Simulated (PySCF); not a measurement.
Compound: ZnCl₄ (charge -2 and singlet state).
SMILES with atom numbers: `[Cl:1][Zn-2:2]([Cl:3])([Cl:4])[Cl:5]`
The ion is multiply charged and has no counter-ions or solvent; whether it holds all its electrons wasn't checked.

Method: PySCF 2.14.0, PBE0-D3(BJ)/def2-SVP geometry optimisation, gas phase; density fitting, grid level 1; the optimiser is geomeTRIC in internal coordinates, started from a GFN2-xTB structure with every atom displaced at random (about 0.03 Å).

Step 0: E = -98470.7946 eV
```
atom  x, y, z in Å  |  force x, y, z in eV/Å
Cl1    -1.7958   -0.5251   -1.3851   -0.072   0.005  -0.086
Zn2    -0.0158   -0.0125   -0.0121    0.540   0.023  -0.042
Cl3    -0.0627    2.2772    0.5931    0.035  -0.255  -0.048
Cl4     2.0952   -0.4772   -1.1945   -0.517   0.148   0.253
Cl5    -0.1288   -1.3672    1.9021    0.015   0.078  -0.077
```

Step 1: E = -98470.8286 eV
```
atom  x, y, z in Å  |  force x, y, z in eV/Å
Cl1    -1.7882   -0.5244   -1.3994   -0.086  -0.004  -0.066
Zn2    -0.0075   -0.0176   -0.0125    0.385   0.004  -0.058
Cl3    -0.0455    2.2521    0.5852    0.010  -0.098   0.000
Cl4     2.0508   -0.4575   -1.1716   -0.303   0.081   0.135
Cl5    -0.1175   -1.3574    1.9018   -0.006   0.017  -0.012
```

Question: Estimate the geometry and energy of step 2. (The exact step hangs on the optimiser's Hessian estimate; all steps are aligned on step 1, rigid shifts and turns removed.)

Answer: E = -98470.8390 eV, largest force 0.123 eV/Å
```
atom  x, y, z in Å  |  force x, y, z in eV/Å
Cl1    -1.7811   -0.5264   -1.4185   -0.063   0.001  -0.015
Zn2     0.0116   -0.0239   -0.0162    0.005  -0.004   0.010
Cl3    -0.0263    2.2261    0.5797   -0.013   0.066   0.048
Cl4     1.9951   -0.4344   -1.1463    0.091  -0.026  -0.079
Cl5    -0.1072   -1.3462    1.9048   -0.019  -0.037   0.035
```

The energy changes by -0.0104 eV. The first-order estimate −F·Δx gives -0.0332 eV and the mean of the old and new forces, exact on a quadratic surface, -0.0114 eV. The step makes an angle of 40° with the force vector and moves no atom by more than 0.065 Å.

What follows is the cost of the whole optimisation. Time: 57 s; peak memory 0.43 GiB. Hardware: an Arm Neoverse V1 with one thread, on a shared host.
